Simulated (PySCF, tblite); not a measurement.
Isomers of C4H8FS2 (doublet state), one GFN2-xTB conformer each. Single-point energies are computed at B3LYP/pcH-1 (PySCF, gas phase, no added dispersion term), electronic only. GFN2-xTB treats the open shell by occupation alone, and not every SCF solution was tested for stability.

```json
{"SMILES": "CSC[C@@H](S)[CH]F", "GFN2-xTB relative energy (kJ/mol)": "47.9"}
{"SMILES": "CSC[C](S)CF", "GFN2-xTB relative energy (kJ/mol)": "0.0"}
```

Conformers: `[CH3:1][S:2][CH2:3][C@@H:4]([SH:5])[CH:6][F:7]` (doublet state) with C1–S2–C3–C4 -76°, S2–C3–C4–S5 -179°, C3–C4–S5–H -178°, C3–C4–C6–F7 162°; `[CH3:1][S:2][CH2:3][C:4]([SH:5])[CH2:6][F:7]` (doublet state) with C1–S2–C3–C4 73°, S2–C3–C4–S5 -95°, C3–C4–S5–H -176°, C3–C4–C6–F7 148°.

Q: What does B3LYP/pcH-1 give for the same structures?

A: 
```csv
SMILES,B3LYP/pcH-1 E (Eh),B3LYP/pcH-1 (kJ/mol),GFN2-xTB (kJ/mol),point group
CSC[C](S)CF,-1053.43893,0.0,0.0,C1
CSC[C@@H](S)[CH]F,-1053.42549,35.3,47.9,C1
```

Both levels put the same isomer lowest. 

Q: What happens when harmonic zero-point energies from GFN2-xTB frequencies are added?

A: 
```csv
SMILES,ZPE (kJ/mol),electronic (kJ/mol),with ZPE (kJ/mol)
CSC[C](S)CF,283.3,0.0,0.0
CSC[C@@H](S)[CH]F,279.8,35.3,31.8
```

The zero-point energies span 3.5 kJ/mol. The order is unchanged.
